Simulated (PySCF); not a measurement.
# Tl²⁺ (thallium, charge +2) across methods

[Xe] 4f14 5d10 6p1, 2P determinant (an excited configuration). All numbers are calculated (PySCF 2.14, the spin-free X2C one-electron Hamiltonian (Gaussian nucleus), in x2c-TZVPPall (11s7p6d3f, 83 functions)).

| method | E (hartree) | mean ε 5d α (eV) | mean ε 5d β (eV) | mean ε 6p α (eV) | Σ⟨r²⟩ (bohr²) | ⟨S²⟩ |
| --- | --- | --- | --- | --- | --- | --- |
| BLYP | -20249.27 | -34.713 | -34.578 | -17.427 | 47.56 | 0.751 |
| PBE0 | -20247.94 | -37.061 | -36.893 | -18.194 | 47.40 | 0.753 |
| r2SCAN | -20248.19 | -35.336 | -35.180 | -17.696 | 47.26 | 0.754 |
| UHF | -20242.33298 | -42.348 | -42.204 | -19.572 | 47.79 | 0.757 |
| LDA | -20235.92 | -35.187 | -35.019 | -17.695 | 47.37 | 0.751 |
| TPSS | -20247.43 | -34.919 | -34.744 | -17.445 | 47.42 | 0.753 |
| M06 | -20248.43 | -37.243 | -37.178 | -17.892 | 47.41 | 0.750 |
| PBE | -20248.20 | -34.919 | -34.746 | -17.526 | 47.46 | 0.752 |

Spin-orbit coupling, absent here, splits the open shell strongly.
